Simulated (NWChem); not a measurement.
The numbers come from NWChem runs, not from measurements. System: BeCl₂, charge 0, spin multiplicity 1, at a geometry optimised with PBE/def2-SVP. The structure started from a generated list of species. Level: G0W0@PBE/def2-TZVPP, RI basis def2-tzvpp-rifit.

The NWChem input:

```
start mol
memory heap 200 mb stack 700 mb global 1700 mb
geometry units angstroms nocenter noautoz
  Be     0.000000     0.000000     0.000000
  Cl     0.000000     0.000000     1.814446
  Cl     0.000000     0.000000    -1.814446
  symmetry group D2h
end
basis spherical
  * library def2-tzvpp
end
basis "ri basis" bse spherical
  * library def2-tzvpp-rifit
end
dft
  xc xpbe96 cpbe96
  iterations 100
  direct
  tolerances tight
end
task dft energy
gw
  states alpha occ 4 vir 2
end
task dft gw
```

NWChem printed:

```
             Northwest Computational Chemistry Package (NWChem) 7.3.0
             --------------------------------------------------------

                                NWChem Input Module
                                -------------------

 Scaling coordinates for geometry "geometry" by  1.889725989
 (inverse scale =  0.529177249)

 Turning off AUTOSYM since
 SYMMETRY directive was detected!

                             Geometry "geometry" -> ""
                             -------------------------

 Output coordinates in angstroms (scale by  1.889725989 to convert to a.u.)

  No.       Tag          Charge          X              Y              Z
 ---- ---------------- ---------- -------------- -------------- --------------
    1 Be                   4.0000     0.00000000     0.00000000     0.00000000
    2 Cl                  17.0000     0.00000000     0.00000000     1.81444600
    3 Cl                  17.0000     0.00000000     0.00000000    -1.81444600

 Effective nuclear repulsion energy (a.u.)      81.8069087448

            Nuclear Dipole moment (a.u.)
            ----------------------------
        X                 Y               Z
 ---------------- ---------------- ----------------
     0.0000000000     0.0000000000     0.0000000000

      Symmetry information
      --------------------

 Group name             D2h
 Group number             26
 Group order               8
 No. of unique centers     2

      Symmetry unique atoms

     1    2


 Summary of "ao basis" -> "" (spherical)
 ------------------------------------------------------------------------------
       Tag                 Description            Shells   Functions and Types
 ---------------- ------------------------------  ------  ---------------------
 *                         def2-tzvpp                 on all atoms

 new library libraries.bse/

 Summary of "ri basis" -> "" (spherical)
 ------------------------------------------------------------------------------
       Tag                 Description            Shells   Functions and Types
 ---------------- ------------------------------  ------  ---------------------
 *                      def2-tzvpp-rifit              on all atoms

  pbe96 is a nonlocal functional; adding pw91lda local functional.

                                 NWChem DFT Module
                                 -----------------

 Summary of "ao basis" -> "ao basis" (spherical)
 ------------------------------------------------------------------------------
       Tag                 Description            Shells   Functions and Types
 ---------------- ------------------------------  ------  ---------------------
 Be                        def2-tzvpp                9       19   5s3p1d
 Cl                        def2-tzvpp               14       42   5s5p3d1f

 Summary of "ao basis" -> "ao basis" (spherical)
 ------------------------------------------------------------------------------
       Tag                 Description            Shells   Functions and Types
 ---------------- ------------------------------  ------  ---------------------
 Be                        def2-tzvpp                9       19   5s3p1d
 Cl                        def2-tzvpp               14       42   5s5p3d1f

      Symmetry analysis of basis
      --------------------------

        ag         25
        au          4
        b1g         5
        b1u        21
        b2g        11
        b2u        13
        b3g        11
        b3u        13
[...]
  ----- ------------  ---------------      ----- ------------  ---------------
    35      0.381924  2 Cl py                77     -0.381924  3 Cl py
    38      0.240514  2 Cl py                80     -0.240514  3 Cl py
    32      0.181709  2 Cl py                74     -0.181709  3 Cl py
    26     -0.149851  2 Cl py                68      0.149851  3 Cl py
    29     -0.067876  2 Cl py                71      0.067876  3 Cl py

 Vector   20  Occ=0.000000D+00  E=-4.317791D-02  Symmetry=ag
              MO Center= -5.1D-31, -5.6D-32,  1.8D-17, r^2= 6.8D+00
   Bfn.  Coefficient  Atom+Function         Bfn.  Coefficient  Atom+Function
  ----- ------------  ---------------      ----- ------------  ---------------
     5      1.084805  1 Be s                  3      0.286987  1 Be s
    23     -0.208328  2 Cl s                 65     -0.208328  3 Cl s
    24     -0.193153  2 Cl s                 66     -0.193153  3 Cl s
    17     -0.147524  1 Be d  0              36      0.146264  2 Cl pz
    78     -0.146264  3 Cl pz                 4     -0.136445  1 Be s

 Vector   21  Occ=0.000000D+00  E=-3.711470D-02  Symmetry=b3u
              MO Center=  1.8D-17, -1.5D-32, -1.1D-16, r^2= 3.4D+00
   Bfn.  Coefficient  Atom+Function         Bfn.  Coefficient  Atom+Function
  ----- ------------  ---------------      ----- ------------  ---------------
     6      0.633356  1 Be px                12     -0.564398  1 Be px
    37      0.275101  2 Cl px                79      0.275101  3 Cl px
    34      0.173465  2 Cl px                76      0.173465  3 Cl px
    31      0.102511  2 Cl px                73      0.102511  3 Cl px
    53     -0.085582  2 Cl d  1              95      0.085582  3 Cl d  1

 Vector   22  Occ=0.000000D+00  E=-3.711470D-02  Symmetry=b2u
              MO Center=  3.8D-33,  1.1D-17, -9.9D-17, r^2= 3.4D+00
   Bfn.  Coefficient  Atom+Function         Bfn.  Coefficient  Atom+Function
  ----- ------------  ---------------      ----- ------------  ---------------
     7      0.633356  1 Be py                13     -0.564398  1 Be py
    38      0.275101  2 Cl py                80      0.275101  3 Cl py
    35      0.173465  2 Cl py                77      0.173465  3 Cl py
    32      0.102511  2 Cl py                74      0.102511  3 Cl py
    51      0.085582  2 Cl d -1              93     -0.085582  3 Cl d -1

 center of mass
 --------------
 x =   0.00000000 y =   0.00000000 z =   0.00000000

 moments of inertia (a.u.)
 ------------------
         822.237183335282           0.000000000000           0.000000000000
           0.000000000000         822.237183335282           0.000000000000
           0.000000000000           0.000000000000           0.000000000000

     Multipole analysis of the density
     ---------------------------------

     L   x y z        total         alpha         beta         nuclear
     -   - - -        -----         -----         ----         -------
     0   0 0 0     -0.000000    -19.000000    -19.000000     38.000000

     1   1 0 0     -0.000000     -0.000000     -0.000000      0.000000
     1   0 1 0     -0.000000     -0.000000     -0.000000      0.000000
     1   0 0 1     -0.000000     -0.000000     -0.000000      0.000000

     2   2 0 0    -22.136533    -11.068266    -11.068266      0.000000
     2   1 1 0     -0.000000     -0.000000     -0.000000      0.000000
     2   1 0 1      0.000000      0.000000      0.000000      0.000000
     2   0 2 0    -22.136533    -11.068266    -11.068266      0.000000
     2   0 1 1      0.000000      0.000000      0.000000      0.000000
     2   0 0 2    -24.772606   -212.250355   -212.250355    399.728104

 Task  times  cpu:        2.6s     wall:        2.6s

                                NWChem Input Module
                                -------------------

                                 NWChem GW Module
                                 ----------------

                             ***********************
                             ***        GW       ***
                             ***********************

 Summary of "ri basis" -> "ri basis" (spherical)
 ------------------------------------------------------------------------------
       Tag                 Description            Shells   Functions and Types
 ---------------- ------------------------------  ------  ---------------------
 Be                     def2-tzvpp-rifit            19       49   9s6p3d1f
 Cl                     def2-tzvpp-rifit            33      123   11s8p7d5f2g

                 Memory Information
                 ------------------
          Available GA per process is          1699.9 MBs
          Available stack per process is        700.0 MBs
          Available heap per process is           0.0 MBs

          Peak memory in Initialization
              Peak GA per process is                  5.6 MBs
              Peak stack per process is               0.1 MBs
              Peak heap per process is                6.0 MBs
              Memory not in MA per process            0.0 MBs

          Peak memory in AFF Calculation
              Peak GA per process is                 27.8 MBs
              Peak stack per process is              19.4 MBs
              Peak heap per process is                0.0 MBs
              Memory not in MA per process           19.4 MBs

          Computing 2-center integrals
          Computing Inverse Cholesky factor
          Computing 3-center integrals
          Computing V_xc ...

          Computing Sigma_x
          Computing RPA polarizability
          Solving quasiparticle equations

                  Alpha Orbitals
          State     Energy (eV)     Error (eV)
          -----------------------------------
@GW        16        -12.022           0.002
@GW        17        -12.022           0.002
@GW        18        -11.490           0.002
@GW        19        -11.490           0.002
@GW        20          0.964           0.004
@GW        21          1.957           0.002

   Applying  -3.3662 eV scissor-shift to rest of particle states

   Applying   2.1387 eV scissor-shift to rest of hole states

     GW Timing Statistics
   ------------------------
   Init.   :          0.0s
     ERIs  :          0.4s
     Distr.:          0.0s
     Vxc   :          0.1s
   Sigma_x :          0.0s
   RPA     :          0.9s
   Wmn     :          0.0s
   Sigma_c :          0.0s
   GW total:          1.5s

 Task  times  cpu:        1.5s     wall:        1.5s

 Total times  cpu:        4.1s     wall:        4.1s
```
